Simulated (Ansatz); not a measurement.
Ansatz (a first-principles code) input (PBE/def2-SVP):

Ansatz 0.2 input:
```yaml
crystal:
  periodic: [false, false, false]
  atoms:
    - {symbol: Tm, position_ang: [0.00000000, 0.00000000, 0.00000000]}
basis:
  gaussian:
    orbitals: def2-SVP
hamiltonian:
  xc: {name: PBE}
magnetization: {spin_polarized: true, initial_magnetization: 1}
scf: {lower_state_search: full}
```

Output:

```
Functional definition: PBE
integrals: 0.02 GiB planned
656 factors; their error is unknown
mean field: 0.28 GiB planned
mean field evaluation 1: about -29547.4849 eV, gradient 2.2e1 eV
mean field evaluation 2: about -29524.3226 eV, gradient 1.5e2 eV
mean field evaluation 4: about -29319.6269 eV, gradient 3.3e2 eV
mean field evaluation 8: about -29548.0151 eV, gradient 2.3e0 eV
mean field evaluation 16: about -29548.2253 eV, gradient 2.6e-6 eV
mean field evaluation 32: about -29531.9231 eV, gradient 8.7e1 eV
mean field evaluation 64: about -29543.3703 eV, gradient 1.3e-2 eV
mean field evaluation 96: about -29543.1079 eV, gradient 8.8e-2 eV
mean field evaluation 128: about -29548.2253 eV, gradient 4.4e-2 eV
mean field evaluation 160: about -29548.2303 eV, gradient 5.5e-3 eV
mean field evaluation 192: about -29547.9569 eV, gradient 7.3e0 eV
mean field evaluation 224: about -29548.2355 eV, gradient 4.8e-2 eV
mean field evaluation 256: about -29544.7743 eV, gradient 6.4e-1 eV
mean field -29548.22528739 eV, -1085.8772508052 hartree, gradient 8.1e-6 eV, S^2 0.750680; 16 other end points of the search recorded, 0 dependent functions left out
reference -29548.22531354 eV, -1085.8772517660 hartree; 21, 20 occupied and 60, 61 virtual orbitals, 656 factors
Total energy: -29548.22531354 eV, -1085.8772517660 hartree
```
